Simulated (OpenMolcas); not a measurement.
Nd3+ with 6 ligands (iodide) in trigonal prismatic coordination (D3h), a polar angle of 48.6° against the regular 49.1°. A charge of +0.5 e stands 2.4 Å behind each ligand. Ligand basis ANO-RCC-VDZP.

```
Program             : OpenMolcas
Method              : CASSCF
Basis               : ANO-RCC-VDZP [7s6p4d2f1g]
Scalar Hamiltonian  : DKH2, point nucleus
Active space        : 3 electrons in 7 orbitals (4f)
State averaging     : 2S+1 = 4 odd, 35 roots (30 in the spin-orbit step); 2S+1 = 2 odd, 43 roots kept (CI in the orbitals of an earlier block)
Spin-orbit coupling : RASSI with atomic mean-field integrals over the reference wave functions
```

All ligands move together. At R = 3.06 Å the width of the lowest J multiplet is 120 cm-1, and at R = 3.11 Å it is 117 cm-1.

Problem. A third run gives 111 cm-1. What distance was it run at?

Solution. With a power law R^-n the two known points give n = -ln(117 / 120) / ln(3.11 / 3.06) = 1.56. Then R = 3.06 × (120 / 111)^(1/1.56) = 3.217 Å. The run was at 3.22 Å, so the estimate is off by -0.003 Å.

High states are left out of the spin-orbit mixing, which shifts the levels that they would mix with. Without dynamic correlation the ligand-field splitting of an f shell can come out too small, at times by half. A group larger than the point group allows holds several states that coincide in this model. No measured value stands beside these numbers; the geometry was imposed, not optimised, and the real ion may take another.
